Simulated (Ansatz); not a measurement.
E4: binding per atom (eV) at several levels, gas phase, relaxed structures; Ansatz. Core potentials for Sb in the def2 sets, no spin–orbit coupling. Binding counts from free atoms in the multiplicity of their measured ground term, without zero-point energy. A dash marks a value that wasn't run or was left out as unsound. The structures are stationary points that may keep the symmetry of their start. Correlated methods freeze inner cores and use unrestricted references for open shells.

```json
{"species": "PPAsAs tetrahedron (As2P2)", "state": "singlet", "geometry": "r2SCAN-D4/def2-SVP", "PBE-D4/def2-SVP": "3.04", "PBE-D4/def2-TZVP": "3.14", "PBE0-D4/def2-SVP": "2.81", "PBE0-D4/def2-TZVP": "2.93", "B2PLYP/def2-TZVP": "2.80"}
{"species": "PAsAsAs tetrahedron (As3P)", "state": "singlet", "geometry": "r2SCAN-D4/def2-SVP", "PBE-D4/def2-SVP": "2.95", "PBE-D4/def2-TZVP": "3.02", "PBE0-D4/def2-SVP": "2.71", "PBE0-D4/def2-TZVP": "2.80", "B2PLYP/def2-TZVP": "2.70"}
{"species": "PPPSb tetrahedron (SbP3)", "state": "singlet", "geometry": "PBE0-D4/def2-SVP", "PBE-D4/def2-SVP": "2.97", "PBE-D4/def2-TZVP": "3.12", "PBE0-D4/def2-SVP": "2.74", "PBE0-D4/def2-TZVP": "2.91", "B2PLYP/def2-TZVP": "–"}
{"species": "PSbSbSb tetrahedron (Sb3P)", "state": "singlet", "geometry": "r2SCAN-D4/def2-SVP", "PBE-D4/def2-SVP": "2.55", "PBE-D4/def2-TZVP": "2.64", "PBE0-D4/def2-SVP": "2.32", "PBE0-D4/def2-TZVP": "2.42", "B2PLYP/def2-TZVP": "2.34"}
{"species": "AsAsAsSb tetrahedron (SbAs3)", "state": "singlet", "geometry": "PBE0-D4/def2-SVP", "PBE-D4/def2-SVP": "2.72", "PBE-D4/def2-TZVP": "2.78", "PBE0-D4/def2-SVP": "2.49", "PBE0-D4/def2-TZVP": "2.56", "B2PLYP/def2-TZVP": "–"}
{"species": "PAsAsSb tetrahedron (SbAs2P)", "state": "singlet", "geometry": "r2SCAN-D4/def2-SVP", "PBE-D4/def2-SVP": "2.80", "PBE-D4/def2-TZVP": "2.88", "PBE0-D4/def2-SVP": "2.56", "PBE0-D4/def2-TZVP": "2.66", "B2PLYP/def2-TZVP": "2.57"}
{"species": "PPSbSb tetrahedron (Sb2P2)", "state": "singlet", "geometry": "r2SCAN-D4/def2-SVP", "PBE-D4/def2-SVP": "2.74", "PBE-D4/def2-TZVP": "2.85", "PBE0-D4/def2-SVP": "2.50", "PBE0-D4/def2-TZVP": "2.64", "B2PLYP/def2-TZVP": "2.53"}
{"species": "PPAsSb tetrahedron (SbAsP2)", "state": "singlet", "geometry": "r2SCAN-D4/def2-SVP", "PBE-D4/def2-SVP": "2.88", "PBE-D4/def2-TZVP": "2.99", "PBE0-D4/def2-SVP": "2.65", "PBE0-D4/def2-TZVP": "2.78", "B2PLYP/def2-TZVP": "–"}
{"species": "PAsSbSb tetrahedron (Sb2AsP)", "state": "singlet", "geometry": "PBE0-D4/def2-SVP", "PBE-D4/def2-SVP": "2.66", "PBE-D4/def2-TZVP": "2.75", "PBE0-D4/def2-SVP": "2.43", "PBE0-D4/def2-TZVP": "2.54", "B2PLYP/def2-TZVP": "2.45"}
{"species": "AsSbSbSb tetrahedron (Sb3As)", "state": "singlet", "geometry": "PBE-D4/def2-SVP", "PBE-D4/def2-SVP": "2.50", "PBE-D4/def2-TZVP": "2.56", "PBE0-D4/def2-SVP": "2.27", "PBE0-D4/def2-TZVP": "2.34", "B2PLYP/def2-TZVP": "2.28"}
{"species": "SbSbSbSb tetrahedron (Sb4)", "state": "singlet", "geometry": "r2SCAN-D4/def2-SVP", "PBE-D4/def2-SVP": "2.40", "PBE-D4/def2-TZVP": "2.47", "PBE0-D4/def2-SVP": "2.19", "PBE0-D4/def2-TZVP": "2.27", "B2PLYP/def2-TZVP": "2.20"}
{"species": "AsAsAsAs tetrahedron (As4)", "state": "singlet", "geometry": "PBE-D4/def2-SVP", "PBE-D4/def2-SVP": "2.87", "PBE-D4/def2-TZVP": "2.91", "PBE0-D4/def2-SVP": "2.62", "PBE0-D4/def2-TZVP": "2.68", "B2PLYP/def2-TZVP": "2.60"}
{"species": "PPPP tetrahedron (P4)", "state": "singlet", "geometry": "PBE0-D4/def2-TZVP", "PBE-D4/def2-SVP": "3.25", "PBE-D4/def2-TZVP": "3.42", "PBE0-D4/def2-SVP": "3.04", "PBE0-D4/def2-TZVP": "3.24", "B2PLYP/def2-TZVP": "3.05"}
{"species": "PPPAs tetrahedron (AsP3)", "state": "singlet", "geometry": "r2SCAN-D4/def2-SVP", "PBE-D4/def2-SVP": "3.14", "PBE-D4/def2-TZVP": "3.28", "PBE0-D4/def2-SVP": "2.92", "PBE0-D4/def2-TZVP": "3.08", "B2PLYP/def2-TZVP": "2.92"}
```

Estimate the column for r2SCAN-D4/def2-TZVP.

PPAsAs tetrahedron (As2P2) 2.92; PAsAsAs tetrahedron (As3P) 2.81; PPPSb tetrahedron (SbP3) 2.87; PSbSbSb tetrahedron (Sb3P) 2.37; AsAsAsSb tetrahedron (SbAs3) 2.56; PAsAsSb tetrahedron (SbAs2P) 2.65; PPSbSb tetrahedron (Sb2P2) 2.59; PPAsSb tetrahedron (SbAsP2) 2.75; PAsSbSb tetrahedron (Sb2AsP) 2.51; AsSbSbSb tetrahedron (Sb3As) 2.30; SbSbSbSb tetrahedron (Sb4) 2.20; AsAsAsAs tetrahedron (As4) 2.70; PPPP tetrahedron (P4) 3.20; PPPAs tetrahedron (AsP3) 3.05.
